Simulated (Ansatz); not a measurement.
One change: `C[BH][SbH2]` becomes `CBN`.

Ansatz, PBE0-D4/def2-TZVP geometries, multiplicity 1. Each molecule was computed in one conformer, which needn't be the lowest.

Elements past krypton have def2 core potentials.

```
                                      property  `C[BH][SbH2]`
         HOMO–LUMO gap (B3LYP/def2-TZVPP) / eV           4.83
           LUMO energy (B3LYP/def2-TZVPP) / eV          -1.81
       HOMO–LUMO gap (ωB97M-V/def2-TZVPP) / eV           9.15
         HOMO energy (ωB97M-V/def2-TZVPP) / eV          -8.84
zero-point energy (PBE0-D4/def2-TZVP) / kJ/mol          162.1
            HOMO energy (PBE0/def2-TZVPP) / eV          -6.80
```

Question: Give the same properties after the change, and the shifts. (Estimate.)

Answer: Ansatz gave: 
```csv
property,`CBN`,shift
HOMO–LUMO gap (B3LYP/def2-TZVPP) / eV,8.65,3.82
LUMO energy (B3LYP/def2-TZVPP) / eV,0.57,2.38
HOMO–LUMO gap (ωB97M-V/def2-TZVPP) / eV,13.02,3.87
HOMO energy (ωB97M-V/def2-TZVPP) / eV,-10.73,-1.89
zero-point energy (PBE0-D4/def2-TZVP) / kJ/mol,201.4,39.3
HOMO energy (PBE0/def2-TZVPP) / eV,-8.32,-1.52
```

With PBE0 the HOMO falls by 1.52 eV and the LUMO rises by 2.44 eV, so the gap widens by about 3.96 eV. PBE moves the HOMO by -1.12 eV and ωB97M-V by -1.89 eV.

B3LYP here is the variant with VWN-RPA as its local correlation; programs differ in this.

Spin–orbit coupling is left out; it splits and shifts lone-pair levels of the heavy atoms by tenths of an eV.
